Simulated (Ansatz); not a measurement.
Born–Oppenheimer molecular dynamics of F4H4NOTa (11 atoms, charge 0, multiplicity 1). It starts at the highest image of a converged band. Of that band: A vibrational analysis at the climbing image gives one clearly imaginary mode, 93i cm⁻¹: a first-order saddle point.

Level of theory: RKS B3LYP-D4/def2-SVP (Ansatz 0.2.0).

```
ensemble                      : NVE (velocity Verlet)
time step                     : 0.5 fs
steps asked                   : 200
starting velocities drawn for : 100 K
seed                          : 4921
```

First frame:

```xyz
11
Properties=species:S:1:pos:R:3
Ta 0.008 0.183 0.069
N 2.031 -0.077 0.199
H 2.544 0.324 0.984
H 2.599 -0.069 -0.648
F 0.229 0.669 1.893
F 0.350 -0.214 -1.758
F -0.789 1.823 -0.354
O -1.256 -1.177 0.357
H -1.053 -2.099 0.584
F 1.158 -2.467 0.740
H 1.746 -1.716 0.581
```

Task: How far do the bonds stretch over the last three quarters of this one trajectory? (Pairs bonded in most of those frames.)

Result: 
```tsv
bond	mean (Å)	spread (Å)	shortest	longest
Ta1–N2	2.039	0.012	2.02	2.06
Ta1–F5	1.906	0.014	1.88	1.92
Ta1–F6	1.898	0.009	1.89	1.91
Ta1–F7	1.878	0.003	1.87	1.88
Ta1–O8	1.874	0.011	1.86	1.89
N2–H3	1.021	0.012	1.00	1.04
N2–H4	1.021	0.014	1.00	1.04
O8–H9	0.974	0.007	0.96	0.99
F10–H11	0.961	0.006	0.95	0.97
```

Mean temperature of the second half: 73 K. The conserved energy stayed within 0.047 meV per atom of its start (net change 0.0099 meV per atom), so the integration is sound. A run of 0.1 ps of so small a system gives no equilibrium averages. The orbitals stay closed-shell, which can raise the energy where a bond breaks towards radicals; this wasn't checked here.

Time of the run: 9.6 min on 4 threads of Arm Neoverse V2, on a shared host, peak memory 0.41 GiB.
